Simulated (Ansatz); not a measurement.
Consider the formal exchange of groups at the Si–Si bond: `F[SiH](Cl)[SiH2][SiH3]` + `O[SiH2]F` → `O[SiH](F)[SiH3]` + `F[SiH]([SiH3])Cl`.

Computed with Ansatz on PBE0-D4/def2-TZVP structures; ΔE is electronic, products minus reactants. CBS: MP2 limit from def2 TZ/QZ plus the TZ coupled-cluster correction, frozen cores. Functionals use def2-TZVPP. B3LYP here is the variant with VWN-RPA as its local correlation; programs differ in this. One conformer a species, not always the lowest.

```csv
level,ΔE (kJ/mol),difference from CCSD(T)/CBS
PBE-D4,17.1,-2.7
PBE0-D4,18.8,-1.0
B3LYP-D4,16.6,-3.2
ωB97X-V,16.1,-3.7
B2PLYP,17.6,-2.2
PBE,15.9,-3.9
r2SCAN,18.6,-1.2
PBE0,17.6,-2.2
HF/def2-TZVPP,16.0,-3.8
MP2/def2-TZVPP,22.7,2.9
CCSD(T)/def2-TZVPP,20.1,0.3
HF/def2-QZVPP,15.9,-3.9
SCS-MP2/def2-QZVPP,20.3,0.5
HF/CBS(def2),15.9,-3.9
MP2/CBS(def2),22.4,2.6
CCSD/CBS(def2),18.9,-0.9
CCSD(T)/CBS,19.8,0
```

Largest T1 diagnostic among the species: 0.013.

In def2-TZVPP, CCSD(T) changes the Hartree–Fock value by +4.1 kJ/mol (the triples alone add +0.9 kJ/mol) and MP2 by +6.7 kJ/mol.
